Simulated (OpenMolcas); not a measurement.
## Cu2+: moving the ligands

Cu2+ with 6 ligands (bromide) in octahedral coordination (Oh) at 2.64 Å. A charge of +0.667 e stands 2.4 Å behind each ligand. Ligand basis ANO-RCC-VDZP.
```
Cu    0.0000    0.0000    0.0000
Br    2.6400    0.0000    0.0000
Br    0.0000    2.6400    0.0000
Br   -2.6400    0.0000    0.0000
Br    0.0000   -2.6400    0.0000
Br    0.0000    0.0000    2.6400
Br    0.0000    0.0000   -2.6400
```

| Quantity | Value |
| --- | --- |
| Program | OpenMolcas |
| Method | CASSCF |
| Basis | ANO-RCC-VTZP [6s5p3d2f1g] |
| Scalar Hamiltonian | DKH2, point nucleus |
| Active space | 9 electrons in 5 orbitals (3d) |
| State averaging | 2S+1 = 2 even, 5 roots |
| Spin-orbit coupling | state interaction with AMFI integrals over the reference wave functions |

Runs around this geometry, states (labels of O, the rotations of Oh). Energies in cm-1 above the lowest state or level, χT in cm3 K/mol; 10Dq is the gap between the two states.

| R (Å) | Ground state | First state of that spin | 10Dq | First gap with spin-orbit (degeneracies) | χT at 300 K |
| --- | --- | --- | --- | --- | --- |
| 2.5 | 2E | 2T2 3640 | 3640 | 3039 (4, 2) | 0.735 |
| 2.64 | 2E | 2T2 2453 | 2453 | 1935 (4, 2) | 0.879 |
| 2.71 | 2E | 2T2 2028 | 2028 | 1554 (4, 2) | 0.955 |

Taking |10Dq| as R^-n, n = -ln(2028 / 3640) / ln(2.71 / 2.5) = 7.3 between the shortest and longest distance. The point-charge formula for a cubic d site gives n = 5.

An orbital doublet at a regular site is open to a Jahn-Teller distortion, which this geometry leaves out. Ligand-to-metal charge-transfer states are missing. With metal d orbitals alone and no dynamic correlation the field as a rule comes out too small, by tens of per cent, by up to half for chloride and softer ligands, and the orbital part of g and χT, which goes as 1/10Dq, too large. No measured value stands beside these numbers; the geometry was imposed, not optimised, and the real ion may take another.
